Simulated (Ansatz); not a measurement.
`C[O][SnH2][Se]C` + `[CH3][Zr]([Cl])([Cl])[Cl]` → `C[Se][SnH2][Cl]` + `C[O][Zr]([CH3])([Cl])[Cl]`  (redistribution)

Calculated with Ansatz (gas phase, PBE0-D4/def2-TZVP geometries, no zero-point term in ΔE). CCSD(T)/CBS is the MP2 limit (def2-TZVPP, def2-QZVPP) plus CCSD(T) − MP2 in def2-TZVPP, frozen cores. Functionals use def2-TZVPP. B3LYP here is the variant with VWN-RPA as its local correlation; programs differ in this. def2 core potentials past Kr. For Se, Sn, Zr outer-core shells are correlated without core-valence functions, which leaves a few kJ/mol of doubt a bond. Scalar relativity is left out up to krypton. One conformer a species, not always the lowest.

`C[O][SnH2][Se]C`:

```xyz
13

C     1.319    0.558   -1.490
O     1.908    0.754   -0.232
Sn    0.828    0.479    1.389
Se   -0.401   -1.709    1.226
C    -1.976   -1.030    0.275
H     2.081    0.726   -2.257
H     0.936   -0.464   -1.616
H     0.493    1.259   -1.682
H    -0.343    1.729    1.428
H     1.974    0.478    2.640
H    -1.724   -0.778   -0.753
H    -2.705   -1.839    0.283
H    -2.391   -0.166    0.789
```

`[CH3][Zr]([Cl])([Cl])[Cl]`:

Cartesian coordinates in Å:
```
C -0.524 -0.788 -0.700
Zr 0.444 0.669 0.594
Cl 0.640 2.603 -0.688
Cl -0.980 0.919 2.420
Cl 2.500 -0.271 1.156
H 0.083 -0.968 -1.594
H -1.508 -0.425 -1.015
H -0.656 -1.740 -0.172
```

`C[Se][SnH2][Cl]`:

Cartesian coordinates in Å:
```
C -0.261 -0.532 1.585
Se -0.152 -1.588 -0.062
Sn 0.399 0.327 -1.574
Cl -1.345 1.880 -1.394
H -0.557 -1.229 2.367
H -1.017 0.243 1.482
H 0.707 -0.100 1.830
H 1.768 1.191 -1.041
H 0.458 -0.190 -3.192
```

`C[O][Zr]([CH3])([Cl])[Cl]`:

```xyz
12

C    -2.208    0.828   -0.383
O    -0.985    0.155   -0.388
Zr    0.601   -0.843   -0.526
C     1.892   -0.009    1.045
Cl    0.246   -3.110    0.008
Cl    1.688   -0.459   -2.581
H    -2.315    1.396    0.545
H    -3.031    0.113   -0.458
H    -2.259    1.519   -1.229
H     1.433   -0.120    2.034
H     2.857   -0.529    1.057
H     2.082    1.057    0.876
```

(1) Is it downhill or uphill in electronic energy at CCSD(T)/CBS, and by how much? (An estimate is asked.)

(2) What do these levels give: PBE-D4, B3LYP, SCS-MP2/def2-TZVPP, CCSD(T)/def2-TZVPP, HF/def2-QZVPP, HF/CBS(def2)? (An estimate is asked.)

Largest T1 diagnostic among the species: 0.015.

Answers

(1) The calculation gave: Downhill: ΔE = -15.3 kcal/mol.

(2) The calculation gave: PBE-D4 -15.6, B3LYP -17.4, SCS-MP2/def2-TZVPP -16.3, CCSD(T)/def2-TZVPP -15.9, HF/def2-QZVPP -18.9, HF/CBS(def2) -18.9 kcal/mol.

The D4 term adds +0.8 kcal/mol with B3LYP and +0.5 kcal/mol with PBE0; it sums over pairs of atoms, weighted by their polarisabilities, and B3LYP, whose exchange is more repulsive, gets the larger term. From PBE to PBE0 (25 % exact exchange), in def2-TZVPP and without D4, ΔE moves by −0.7 kcal/mol. In def2-TZVPP, CCSD(T) changes the Hartree–Fock value by +3.1 kcal/mol (the triples alone add +0.7 kcal/mol) and MP2 by +3.0 kcal/mol.
